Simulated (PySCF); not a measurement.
Computed properties of Ga(Et)(vinyl)(OMe) (C₅H₁₁GaO), SMILES C=[CH][Ga]([CH2]C)[O]C

Ga(Et)(vinyl)(OMe) (C₅H₁₁GaO), SMILES [O]([Ga]([CH]=C)[CH2]C)C. Geometry: B3LYP-D3(BJ)/def2-SVP. One conformer was computed; it need not be the lowest. All values are computed for the isolated molecule unless a solvent is named; none is compared with measurement here.

**Structure.** The optimised structure has Cs symmetry. All 48 harmonic modes at B3LYP-D3(BJ)/def2-SVP (PySCF) are real, so it is a minimum. With heavy atoms numbered as in [Ga:1]([CH2:2][CH3:3])([CH:9]=[CH2:10])[O:14][CH3:15], the shortest bond between them is C9–C10 at 1.342 Å and the longest Ga1–C2 at 1.985 Å.

**Vibrations.** The strongest infrared lines (harmonic, unscaled, degenerate partners summed) lie at 1139 cm⁻¹ (232 km/mol, O 44 %, C 39 %, H 17 %), 2956 cm⁻¹ (118 km/mol, H 97 %), 601 cm⁻¹ (81 km/mol, O 53 %, Ga 24 %, C 15 %, H 8 %). The softest mode is at 46 cm⁻¹ and the zero-point energy is 92.5 kcal/mol.

**Electronic structure.** B3LYP/def2-TZVP (PySCF) places the frontier levels at -7.04 and -1.29 eV, a gap of 5.75 eV, and gives a dipole moment of 1.64 D.

**Excitations.** TDA-ωB97X/def2-SVPD (PySCF) has S1 at 5.38 eV (230 nm, f = 0.000, dark); the most intense of the 6 singlets computed lies at 6.46 eV (f = 0.25). T1 (TDA) is at 4.18 eV, 1.20 eV under S1. No vertical singlet excitation falls in the visible range (under 3.1 eV).

**NMR.** GIAO shifts at KT2/pcSseg-1 (PySCF) (non-relativistic, atoms alike by connectivity averaged): ¹³C from 12.8 to 143.0 ppm against TMS; ¹H from 1.5 to 6.7 ppm against TMS.
